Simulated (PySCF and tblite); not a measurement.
Results of a calculation; reference values are marked as such.
C₂H₁₀GeSSi, numbered as in [SiH3:1][CH2:2][S:3][CH2:4][GeH3:5]. Geometries GFN2-xTB; weights from PBE0-D3(BJ)/def2-TZVP (IEF-PCM, cyclohexane) energies and GFN2-xTB thermal corrections, with symmetry numbers and mirror pairs. Conformers within 3 kcal/mol (GFN2-xTB free energy) were kept, 7 at most. GIAO shieldings: WP04/pcSseg-1 (IEF-PCM, cyclohexane). Shifts are against TMS (¹H), TMS (¹³C), TMS (²⁹Si) at the same level. Run with PySCF (density fitting) and tblite.

Torsions listed: Si1–C2–S3–C4, C2–S3–C4–Ge5. Of a mirror pair one member is shown.

```
conformer       shape  point group  mirror pair  ΔE(DFT)  Δ(G−E) at 400 K  δ Si1 (ppm)
        1  180°, 180°           Cs           no     0.00             0.00        -70.1
        2  -80°, 176°           C1          yes     0.16            -0.05        -75.7
        3  -175°, 78°           C1          yes     0.28            -0.28        -69.3
        4    64°, 56°           C1          yes     0.75             0.68        -67.5
```

Energies in kcal/mol; the thermal term leaves out symmetry numbers and mirror images.

**Question.** Work out the weights at 400 K and the ²⁹Si shift of Si1 under fast exchange.

**Answer.** RT = 0.795 kcal/mol. Each conformer gets RT ln(σ/g), with σ the rotational symmetry number and g = 2 for a mirror pair: 1: σ = 1, g = 1, G = 0.00 + 0.00 + 0.00 = 0.00, 0.56 above the lowest, exp(−ΔG/RT) = 0.496; 2: σ = 1, g = 2, G = 0.16 − 0.05 − 0.55 = -0.45, 0.11 above the lowest, exp(−ΔG/RT) = 0.868; 3: σ = 1, g = 2, G = 0.28 − 0.28 − 0.55 = -0.56, 0.00 above the lowest, exp(−ΔG/RT) = 1.000; 4: σ = 1, g = 2, G = 0.75 + 0.68 − 0.55 = 0.88, 1.43 above the lowest, exp(−ΔG/RT) = 0.165. The sum is 2.529, so the weights are 19.6, 34.3, 39.5, 6.5 %. The averaged shift is -71.5 ppm. At 298.15 K it is -71.5 ppm. At 298.15 K the leading conformer alone gives -69.3 ppm and bare DFT energies give -71.2 ppm.

Spin–orbit effects of the heavy atoms on shieldings are missing. Unscaled ²⁹Si shifts at such levels can be off by tens of ppm; differences between conformers or isomers are more reliable.
